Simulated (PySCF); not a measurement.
CH₂Cl, charge +1, multiplicity 1. Atoms are numbered in the order given.

```xyz
4

C      0.0000     0.0000     1.0411
Cl     0.0000     0.0000    -0.5527
H      0.0000     0.9502     1.5743
H      0.0000    -0.9502     1.5743
```
Charge +1, spin multiplicity 1.

Geometry: B3LYP-D3(BJ)/def2-TZVP. The spin state was assumed, not searched. The isomer is the one that the SMILES or the coordinates give; other isomers of the formula were not compared.

These are PySCF with PBE0/def2-TZVPD values and carry that method's errors.

```yaml
total_energy: -498.94828 hartree
point_group: C2v
highest_occupied_level: -16.82 eV
lowest_empty_level: -11.27 eV
orbital_gap: 5.56 eV
dipole_moment_about_the_centre_of_nuclear_charge: 2.76 D
mean_static_polarisability: 21.2 bohr³ (3.14 Å³)
polarisability_principal_values: 15.7, 18.3, 29.6 bohr³
```
